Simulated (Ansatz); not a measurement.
Consider the hydrogenolysis of the In–N bond: `[NH2][In]([OH])[Br]` + H₂ → `[OH][InH][Br]` + NH₃.

Computed with Ansatz on PBE0-D4/def2-TZVP structures; ΔE is electronic, products minus reactants. CBS: MP2 limit from def2 TZ/QZ plus the TZ coupled-cluster correction, frozen cores. This one scheme is used for every species. Functionals use def2-TZVPP. def2 core potentials past Kr. For Br, In outer-core shells are correlated without core-valence functions, which leaves a few kJ/mol of doubt a bond. Scalar relativity is left out up to krypton. One conformer a species, not always the lowest.

| level | ΔE (kcal/mol) |
| --- | --- |
| r2SCAN-D4 | -3.0 |
| ωB97X-V | -3.7 |

(1) What does CCSD(T)/CBS give? (Estimate.)

(2) What do rigid-rotor, harmonic-oscillator terms from PBE0-D4/def2-TZVP frequencies (298.15 K, 1 bar) make of the CCSD(T)/CBS value? (An estimate is asked.)

Largest T1 diagnostic among the species: 0.014.

## Answers

(1) Ansatz gave: -1.8 kcal/mol. The listed levels differ from it by -1.2, -1.9 kcal/mol.

(2) Ansatz gave: ΔZPE = +3.2 kcal/mol, ΔH = +0.6 kcal/mol, ΔS = 23 J/(mol·K), ΔG = -1.1 kcal/mol.

From BLYP to BHLYP (50 % exact exchange), in def2-TZVPP and without D4, ΔE moves by −2.2 kcal/mol. In def2-TZVPP, CCSD(T) changes the Hartree–Fock value by +5.0 kcal/mol (the triples alone add +1.2 kcal/mol) and MP2 by +7.1 kcal/mol.
